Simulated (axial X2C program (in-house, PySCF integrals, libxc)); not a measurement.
## How the levels of FeF⁺ (d5 s1 p(π)0 orbitals) move with the bond length

Computed with an axial X2C code built on PySCF integrals: two-component X2C with atomic mean-field Coulomb and Gaunt terms, basis Fe dyall-v3z, F dyall-v3z (cores contracted in-house). Orbitals come from Hartree–Fock averaged over the configuration Fe d5 s1 p(π)0; CI then distributes these electrons over the d, s, p(π) shells of Fe.

At R = 1.689 Å:

| Ω | energy (cm⁻¹) | g∥ | configuration |
| --- | --- | --- | --- |
| 0 | 0 | 0.00 | 100% d5 s1 |
| 1 | 0 | 4.00 | 100% d5 s1 |
| 2 | 0 | 8.01 | 100% d5 s1 |
| 3 | 0 | 12.01 | 100% d5 s1 |
| 0 | 6589 | 0.00 | 73% d5 s1 + 26% d6 |
| 1 | 6591 | 4.00 | 73% d5 s1 + 26% d6 |
| 2 | 6597 | 8.01 | 74% d5 s1 + 26% d6 |
| 4 | 11287 | 12.01 | 94% d6 |
| 3 | 11412 | 8.07 | 94% d6 |
| 2 | 11548 | 4.11 | 94% d6 |
| 1 | 11694 | 0.12 | 94% d6 |
| 0 | 11853 | 0.00 | 94% d6 |
| 0 | 11854 | 0.00 | 94% d6 |
| 3 | 12336 | 9.94 | 88% d6 + 7% d5 s1 |

g∥ is the magnitude of 2⟨Lz + ge Sz⟩ for the +Ω component. The lowest 14 levels at most are listed.

At R = 1.757 Å:

| Ω | energy (cm⁻¹) | g∥ | configuration |
| --- | --- | --- | --- |
| 0 | 0 | 0.00 | 100% d5 s1 |
| 1 | 0 | 4.00 | 100% d5 s1 |
| 2 | 0 | 8.01 | 100% d5 s1 |
| 3 | 0 | 12.01 | 100% d5 s1 |
| 0 | 6950 | 0.00 | 71% d5 s1 + 28% d6 |
| 1 | 6952 | 4.00 | 71% d5 s1 + 28% d6 |
| 2 | 6958 | 8.01 | 71% d5 s1 + 28% d6 |
| 4 | 10952 | 12.01 | 96% d6 |
| 3 | 11075 | 8.08 | 96% d6 |
| 2 | 11210 | 4.12 | 96% d6 |
| 1 | 11355 | 0.14 | 96% d6 |
| 0 | 11514 | 0.00 | 96% d6 |
| 0 | 11515 | 0.00 | 96% d6 |
| 3 | 11947 | 9.93 | 91% d6 |

The lowest level lies 295 cm⁻¹ above the lowest at the first distance.

How does the gap from the lowest to the fifth level change between the two distances?

From 6589 to 6950 cm⁻¹, a factor of 1.05.

Dynamic correlation is missing, so gaps between terms are too wide and other configurations may lie lower; the lowest level listed is that of this model, not necessarily the ground state. For d shells the ligand-field splittings (σ, π, δ) and their order can be off by a thousand cm⁻¹ or more. At most 4 roots were kept for each Ω > 0 (twice that for Ω = 0) within 3.2 eV of the lowest, so higher up levels can be missing between those listed; levels with Ω > 0 are doubly degenerate and listed once, Ω = 0 levels singly. States that fill the shells left empty in the average are placed too high.
